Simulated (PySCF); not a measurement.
SMILES C=[CH][GeH]([OH])[OH], PBE0/def2-SVP optimised geometry.

```
11

Ge    -0.77    -1.07     0.00
O     -1.38     0.61     0.00
O      1.01    -1.07     0.00
C     -1.22    -2.01    -1.62
C     -0.27    -2.48    -2.43
H     -1.34    -1.63     1.31
H     -1.18     1.07    -0.82
H      1.38    -0.62     0.77
H     -2.27    -2.14    -1.88
H     -0.51    -3.01    -3.36
H      0.80    -2.37    -2.19
```

Density from PBE0/def2-TZVP in PySCF at that geometry.

Minimum of the electron density along straight lines between bonded atoms, close to the bond critical point (lines longer than 1.1 times the sum of covalent radii, or with two minima, are not listed):

| bond | length / Å | ρ at the minimum / e bohr⁻³ | ∇²ρ there / e bohr⁻⁵ | position (fraction from the first atom) |
|---|---|---|---|---|
| Ge1–O2 | 1.780 | 0.143 | 0.64 | 0.47 |
| Ge1–O3 | 1.781 | 0.143 | 0.64 | 0.47 |
| Ge1–C4 | 1.927 | 0.136 | [?] | 0.47 |
| C4–C5 | 1.337 | 0.346 | -1.04 | 0.50 |
| Ge1–H6 | 1.535 | 0.137 | [?] | 0.59 |
| O2–H7 | 0.964 | 0.356 | -2.39 | 0.80 |
| O3–H8 | 0.963 | 0.356 | -2.40 | 0.81 |
| C4–H9 | 1.097 | 0.275 | -0.94 | 0.65 |
| C5–H10 | 1.096 | 0.278 | -0.97 | 0.65 |
| C5–H11 | 1.095 | 0.280 | -0.99 | 0.65 |

Problem. What belongs in the gaps?

Solution. 
- Ge1–C4, ∇²ρ there / e bohr⁻⁵: 0.12
- Ge1–H6, ∇²ρ there / e bohr⁻⁵: 0.04
